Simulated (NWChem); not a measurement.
H$_{2}$Zn

```xyz
3

Zn     0.0000     0.0000     0.0000
H      0.0000     0.0000     1.5501
H      0.0000     0.0000    -1.5501
```
Charge 0, spin multiplicity 1.

Program: NWChem. All single points use one geometry, from PBE0/def2-SVP, a minimum by its harmonic frequencies.

The field's frequency is 0.0428 Ha (1065 nm).

The structure started from a generated list of species.

Question: Give the polarisability tensor in bohr³ at PBE/def2-SVPD, in the frame of the coordinates, and its isotropic mean.

Answer: 
```
26.42   0.00   0.00
 0.00  26.42   0.00
 0.00   0.00  38.33
```
Mean (one third of the trace): 30.39 bohr³.
